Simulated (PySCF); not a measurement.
MgF, SMILES [Mg+][F], charge +1.

Coordinates come from a r2SCAN-D4/def2-TZVPD optimisation. The spin state was assumed, not searched.

All values below come from PySCF with r2SCAN-D4/def2-TZVPD.

Frequencies are harmonic and unscaled.

Computed normal modes with their intensities:
| mode | ν (cm⁻¹) | IR (km/mol) | moving atoms (share of kinetic energy) |
|---|---|---|---|
| 1 | 814 | 81.0 | F 56 %, Mg 44 % |
